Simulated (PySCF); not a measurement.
## Löwdin shares of the frontier orbitals

C5H11B.
Z-matrix (Å and degrees, PBE0-D3(BJ)/def2-SVP geometry), rows numbered from 1:
```
C 
B   1  1.5624
C   2  1.5710  1  122.30
C   3  1.4941  2  117.98  1   159.24
C   4  1.3395  3  127.88  2   100.08
C   5  1.4937  4  127.38  3     1.24
H   1  1.1005  2  115.50  3     9.61
H   1  1.1086  2  105.57  3  -108.78
H   1  1.1017  2  112.93  3   137.25
H   2  1.2153  1  118.80  3  -178.45
H   3  1.1051  2  110.41  1    29.40
H   3  1.1126  2  100.33  1   -79.99
H   4  1.0966  3  115.15  2   -78.22
H   5  1.0964  4  117.13  3  -178.24
H   6  1.0993  5  112.89  4     6.12
H   6  1.1026  5  111.10  4   127.35
H   6  1.1035  5  111.04  4  -114.48
```

Method: PySCF 2.14.0, density-fitted response routines, TDDFT PBE0/def2-SVPD, vertical, gas phase, core orbitals frozen in the response.

Kohn–Sham orbitals with the atoms that hold most of them (Löwdin shares over 4%, at most four atoms; ? is withheld):

| orbital | ε (eV) | atoms |
| --- | --- | --- |
| LUMO+2 | 0.85 | C4 28%, C5 26%, B2 10%, C6 7% |
| LUMO+1 | 0.58 | B2 34%, C1 10%, C5 7%, C6 6% |
| LUMO | ? | ? |
| HOMO | -6.71 | ? |
| HOMO-1 | -8.72 | B2 30%, H10 22%, C1 16%, C3 10% |
| HOMO-2 | -9.13 | C3 22%, B2 16%, C1 14%, C4 12% |
| HOMO-3 | -9.52 | C3 16%, C4 15%, C5 11%, C6 11% |

(1) Give the leading atoms of the HOMO.

(2) Give the leading atoms of the LUMO.

(3) What is the LUMO energy, and the HOMO–LUMO gap?

Answers

(1) C5 (bonded to 2 C and H) 33%; C4 (bonded to 2 C and H) 31%; C3 (bonded to B, C and 2 H) 9%; C6 (bonded to C and 3 H) 7%.

(2) B2 (bonded to 2 C and H) 48%; C3 (bonded to B, C and 2 H) 13%; C1 (bonded to B and 3 H) 12%; H10 (bonded to B) 9%. By element: boron 48%, carbon 26% or more, hydrogen 9% or more.

(3) ε(LUMO) = -0.75 eV; the gap is 5.95 eV (0.2188 hartree).

Problem. How does S1 compare with the orbital gap of 5.95 eV?

Solution. S1 is at 4.73 eV (f = 0.0058), 1.22 eV below the gap, made of HOMO→LUMO (98%). Without the coupling terms of the response equations the lowest excitation would equal the gap.

Problem. One configuration dominates each of S1, S2, S3 and S4. Which, and how do the shares of the two leading atoms of either orbital change from the occupied to the empty one?

Solution. 
- S1 (4.73 eV, f 0.0058), HOMO→LUMO (98%): C5 33% → at most 10%, C4 31% → at most 10%, B2 at most 8% → 48%, C3 9% → 13%
- S2 (6.11 eV, f 0.0027), HOMO-1→LUMO (95%): B2 30% → 48%, H10 22% → 9%, C3 10% → 13%
- S3 (6.31 eV, f 0.0065), HOMO→LUMO+1 (84%): C5 33% → 7%, C4 31% → at most 7%, B2 at most 8% → 34%, C1 at most 8% → 10%
- S4 (6.75 eV, f 0.0046), HOMO-2→LUMO (88%): C3 22% → 13%, B2 16% → 48%

Löwdin shares depend on the basis, the more so with diffuse functions.

One conformer stands for the species.
